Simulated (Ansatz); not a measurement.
Two members of one family (Same ligands, another metal), computed with Ansatz in the gas phase; def2 core potentials for Mo, W, no spin–orbit coupling. The two geometries come from different levels. A negative affinity means that the extra electron isn't bound at that geometry and level; within about 0.2 eV of zero the sign isn't settled. Names give formal oxidation states. A dash marks a value that wasn't run or was left out as unsound. The structures are stationary points that may keep the symmetry of their start. Remarks come from the PBE and PBE0 runs and from stability tests at other levels; not every state was tested. A HOMO above zero means that the electron is unbound at that level and held by the basis, or that self-interaction error raises the level; the energy of removing that electron tells which. HOMO above LUMO (over both spins in singlets and doublets, within one spin in higher multiplets; at PBE or PBE0), or a gap under 0.15 eV within one spin, warns that the state may not be the lowest or that an electron is smeared out.

First: Mo(NH)2(NH2)2 (singlet, charge 0, r2SCAN-D4/def2-SVP geometry).

| atom | x (Å) | y (Å) | z (Å) |
| --- | --- | --- | --- |
| Mo1 | -0.0982 | 0.1349 | 0.1092 |
| N2 | -1.5369 | 0.9267 | -0.4809 |
| H3 | -2.3340 | 1.5609 | -0.4485 |
| N4 | 0.4364 | 0.5908 | 1.7065 |
| H5 | 0.4111 | 1.0945 | 2.5920 |
| N6 | 1.3463 | 0.5826 | -1.1238 |
| H7 | 2.3211 | 0.6778 | -0.8519 |
| H8 | 1.2069 | 0.8664 | -2.0900 |
| N9 | -0.4808 | -1.7779 | 0.1598 |
| H10 | -1.1947 | -2.2322 | -0.4041 |
| H11 | -0.0771 | -2.4246 | 0.8317 |

| level | HOMO (eV) | LUMO (eV) | gap (eV) | vertical EA (eV) |
| --- | --- | --- | --- | --- |
| PBE-D4/def2-SVP | -5.09 | -1.40 | 3.69 | – |
| PBE-D4/def2-TZVP | -5.31 | -1.67 | 3.64 | – |
| PBE-D4/def2-TZVPD | -5.40 | -1.77 | 3.62 | -0.71 |
| PBE0-D4/def2-TZVPD | -6.64 | -0.97 | 5.67 | -0.74 |
| HSE06-D4/def2-TZVP | -6.18 | -1.25 | 4.92 | – |

Metal–donor distances: 4 × N 1.74 to 1.95 Å. Remarks: HOMO above zero (-1 doublet), gap within one spin near zero at PBE or PBE0 (-1 doublet).

Second: W(NH)2(NH2)2 (singlet, charge 0, PBE-D4/def2-SVP geometry).

```xyz
11

W     0.0534    0.2051   -0.0232
N     1.7173    0.7637    0.2567
H     2.4893    1.4338    0.3168
N    -1.1492    1.4231   -0.5019
H    -1.5059    2.3528   -0.7408
N    -0.5756   -0.5739    1.6762
H    -1.5526   -0.5878    1.9804
H     0.0389   -0.9529    2.4025
N     0.1370   -1.1131   -1.4874
H     0.9693   -1.6586   -1.7291
H    -0.6219   -1.2921   -2.1503
```

Estimate the same table for the second.


```csv
level,HOMO (eV),LUMO (eV),gap (eV),vertical EA (eV)
PBE-D4/def2-SVP,-5.19,-0.99,4.19,–
PBE-D4/def2-TZVP,-5.35,-1.17,4.18,–
PBE-D4/def2-TZVPD,-5.47,-1.34,4.13,-0.86
PBE0-D4/def2-TZVPD,-6.72,-0.50,6.22,-1.02
HSE06-D4/def2-TZVP,-6.23,-0.72,5.51,–
```

Metal–donor distances: 4 × N 1.78 to 1.97 Å. Remarks: HOMO above zero (-1 doublet).
